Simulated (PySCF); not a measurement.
## Basis-set dependence of BeSe at MP2

PySCF, RHF reference; singlet, unpaired electrons none; De to Be + Se without counterpoise correction. Frozen cores follow the default of each basis and core potential.

| basis | relativity | functions | Re (Å) | ωe (cm⁻¹) | De (eV) | frozen orbitals |
| --- | --- | --- | --- | --- | --- | --- |
| cc-pVDZ/cc-pVDZ-PP | scalar-relativistic core potentials | 37 | 1.890 | 859 | 2.67 | 4 |
| def2-SVP | no relativity | 41 | 1.900 | 839 | 2.56 | 9 |
| aug-cc-pVDZ/aug-cc-pVDZ-PP | scalar-relativistic core potentials | 55 | 1.892 | 849 | 2.78 | 4 |
| def2-TZVPP | no relativity | 67 | 1.886 | 843 | 2.84 | 9 |

(1) How does each smaller set differ from the one with most functions, def2-TZVPP?

Correlated steps freeze the inner cores (4 to 9 orbitals); shallow outer-core shells are correlated. Correlated levels converge slowly with the basis: in double zeta they bind strong bonds too weakly, by up to about 1 eV, and carry superposition errors of some tenths. Where the molecule has an RHF reference, its open-shell atoms are computed with UHF.

Results:

(1) cc-pVDZ/cc-pVDZ-PP: +0.4 pm, +1.9 % in ωe, -0.17 eV in De; def2-SVP: +1.4 pm, -0.5 % in ωe, -0.28 eV in De; aug-cc-pVDZ/aug-cc-pVDZ-PP: +0.6 pm, +0.7 % in ωe, -0.06 eV in De. All at MP2; the set with most functions is neither the basis-set limit nor always the best. The rows treat relativity differently, so the differences are not basis effects alone.
